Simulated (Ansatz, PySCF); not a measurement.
This PySCF input computes a CCSD(T)/cc-pVDZ energy:

```python
from pyscf import gto, scf, mp, cc as ccmod

mol = gto.M(
    atom='''
    F    -1.21273912    0.27443435   -0.27944097
    B    -0.03125301   -0.00290499   -0.02162157
    O     1.13937715   -0.22012012    0.31704327
    H     1.95589989   -0.69442324    0.08673045
    ''',
    basis='cc-pvdz',
    charge=1,
    spin=0,
    verbose=4,
)

mf = scf.RHF(mol)
mf.conv_tol = 1e-10
mf.max_cycle = 100
mf.kernel()
mp2 = mp.MP2(mf, frozen=3).run()
cc = ccmod.CCSD(mf, frozen=3)
cc.max_cycle = 100
cc.kernel()
et = cc.ccsd_t()
print(f'E(CCSD(T)) = {cc.e_tot + et:.9f}')
```

**Question.** Write an input for the same energy in Ansatz (an electronic-structure program) and say what it gives.

**Answer.** 
Ansatz 0.2 input:
```yaml
crystal:
  periodic: [false, false, false]
  atoms:
    - {symbol: F, position_ang: [-1.21273912, 0.27443435, -0.27944097]}
    - {symbol: B, position_ang: [-0.03125301, -0.00290499, -0.02162157]}
    - {symbol: O, position_ang: [1.13937715, -0.22012012, 0.31704327]}
    - {symbol: H, position_ang: [1.95589989, -0.69442324, 0.08673045]}
basis:
  gaussian:
    orbitals: cc-pVDZ
total_charge: 1
magnetization: {spin_polarized: false}
correlation: {method: ccsd_t, electrons: outside_noble_gas}
```
It gives -199.80961 Eh, and PySCF -199.80961 Eh, a difference of 0.00 mEh.

It need not be the lowest isomer of its formula.
